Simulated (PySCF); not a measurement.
Manganese: a sound run and one with changed settings

Sound run: Mn [Ar] 3d5 4s2, Mn⁺ [Ar] 3d5 4s1. Calculation: PySCF 2.14, in jorge-DZP-DKH (8s6p2d1f, 43 functions); scalar relativity by spin-free X2C-1e. In the sound run the correlated levels freeze [Ar]. The sound run starts from symmetry-adapted Hartree-Fock orbitals and uses a fine grid where one is needed.

Changed run: basis STO-3G, all-electron and non-relativistic. This setting is unsound on purpose.

| species | method | sound run (hartree) | changed run (hartree) | converged |
| --- | --- | --- | --- | --- |
| Mn | UHF | -1157.14179 | -1137.64844 | yes |
| Mn | B3LYP | -1158.30711 | -1138.55875 | yes |
| Mn | M06-L | -1158.20951 | -1138.55905 | yes |
| Mn | MP2 | -1157.20378 | -1137.66872 | yes |
| Mn⁺ | UHF | -1156.92310 | -1137.50099 | yes |
| Mn⁺ | B3LYP | -1158.03666 | -1138.35019 | yes |
| Mn⁺ | M06-L | -1157.93689 | -1138.34404 | yes |
| Mn⁺ | MP2 | -1156.95863 | -1137.50111 | yes |

Ionisation energy of Mn:

```csv
method,sound run (eV),changed run (eV)
UHF,5.951,4.012
B3LYP,7.359,5.675
M06-L,7.419,5.851
MP2,6.671,4.561
SCS-MP2,6.826,4.670
```

A minimal basis cannot let orbitals breathe on ionisation and holds almost no correlation. The Hamiltonian changed with the basis, so the totals do not compare.

For comparison, NIST gives 7.434 eV between the lowest levels.
